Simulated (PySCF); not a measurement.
Isomers of C8H10O2S.

All values: PBE0/pcSseg-1 (PySCF) at GFN2-xTB geometries, gas phase, one conformer each.

**Question.** Rank by LUMO energy, highest first.
A. `[O:1]=[S:2]1(=[O:3])[CH:4]=[CH:5][C:6]([CH:7]2[CH2:8][CH2:9][CH2:10]2)=[CH:11]1` with C5–C6–C7–C8 -158°, O1–S2–C4–C5 114°, C4–C5–C6–C7 179°, C6–C7–C8–C9 132°, C7–C8–C9–C10 -13°
B. `[CH3:1][S:2](=[O:3])(=[O:4])[CH2:5][c:6]1[cH:7][cH:8][cH:9][cH:10][cH:11]1` with C1–S2–C5–C6 53°, S2–C5–C6–C7 -106°
C. `[CH3:1][S:2](=[O:3])(=[O:4])[C:5]1=[CH:6][CH2:7][CH:8]=[CH:9][CH:10]=[CH:11]1` with C1–S2–C5–C6 108°, C5–C6–C7–C8 69°, C6–C7–C8–C9 -70°, C8–C9–C10–C11 33°, S2–C5–C11–C10 143°
D. `[CH3:1][CH2:2][S:3](=[O:4])(=[O:5])[c:6]1[cH:7][cH:8][cH:9][cH:10][cH:11]1` with C1–C2–S3–O4 65°, C2–S3–C6–C7 89°

**Answer.** B (-0.84 eV), D (-1.23 eV), C (-1.56 eV), A (-2.21 eV).

**Question.** Rank by dipole moment, highest first.
A. `[CH3:1][CH2:2][S:3](=[O:4])(=[O:5])[c:6]1[cH:7][cH:8][cH:9][cH:10][cH:11]1` with C1–C2–S3–O4 65°, C2–S3–C6–C7 89°
B. `[CH3:1][S:2](=[O:3])(=[O:4])[C:5]1=[CH:6][CH2:7][CH:8]=[CH:9][CH:10]=[CH:11]1` with C1–S2–C5–C6 108°, C5–C6–C7–C8 69°, C6–C7–C8–C9 -70°, C8–C9–C10–C11 33°, S2–C5–C11–C10 143°
C. `[O:1]=[S:2]1(=[O:3])[CH:4]=[CH:5][C:6]([CH:7]2[CH2:8][CH2:9][CH2:10]2)=[CH:11]1` with C5–C6–C7–C8 -158°, O1–S2–C4–C5 114°, C4–C5–C6–C7 179°, C6–C7–C8–C9 132°, C7–C8–C9–C10 -13°
D. `[CH3:1][S:2](=[O:3])(=[O:4])[CH2:5][c:6]1[cH:7][cH:8][cH:9][cH:10][cH:11]1` with C1–S2–C5–C6 53°, S2–C5–C6–C7 -106°

**Answer.** C (5.89 D), B (5.31 D), A (4.96 D), D (4.71 D).

All values together:

| SMILES | μ (D) | HOMO (eV) | LUMO (eV) | lowest IAO charge (e) | highest IAO charge (e) | lowest Hirshfeld charge (e) | highest Hirshfeld charge (e) |
| --- | --- | --- | --- | --- | --- | --- | --- |
| CS(=O)(=O)C1=CCC=CC=C1 | 5.31 | -7.22 | -1.56 | -0.898 (O) | +2.002 (S) | -0.320 (O) | +0.515 (S) |
| O=S1(=O)C=CC(C2CCC2)=C1 | 5.89 | -7.49 | -2.21 | -0.863 (O) | +2.002 (S) | -0.319 (O) | +0.507 (S) |
| CS(=O)(=O)Cc1ccccc1 | 4.71 | -7.43 | -0.84 | -0.901 (O) | +1.988 (S) | -0.334 (O) | +0.521 (S) |
| CCS(=O)(=O)c1ccccc1 | 4.96 | -8.01 | -1.23 | -0.899 (O) | +1.987 (S) | -0.313 (O) | +0.517 (S) |

Conformers: `[CH3:1][S:2](=[O:3])(=[O:4])[C:5]1=[CH:6][CH2:7][CH:8]=[CH:9][CH:10]=[CH:11]1` with C1–S2–C5–C6 108°, C5–C6–C7–C8 69°, C6–C7–C8–C9 -70°, C8–C9–C10–C11 33°, S2–C5–C11–C10 143°; `[O:1]=[S:2]1(=[O:3])[CH:4]=[CH:5][C:6]([CH:7]2[CH2:8][CH2:9][CH2:10]2)=[CH:11]1` with C5–C6–C7–C8 -158°, O1–S2–C4–C5 114°, C4–C5–C6–C7 179°, C6–C7–C8–C9 132°, C7–C8–C9–C10 -13°; `[CH3:1][S:2](=[O:3])(=[O:4])[CH2:5][c:6]1[cH:7][cH:8][cH:9][cH:10][cH:11]1` with C1–S2–C5–C6 53°, S2–C5–C6–C7 -106°; `[CH3:1][CH2:2][S:3](=[O:4])(=[O:5])[c:6]1[cH:7][cH:8][cH:9][cH:10][cH:11]1` with C1–C2–S3–O4 65°, C2–S3–C6–C7 89°.
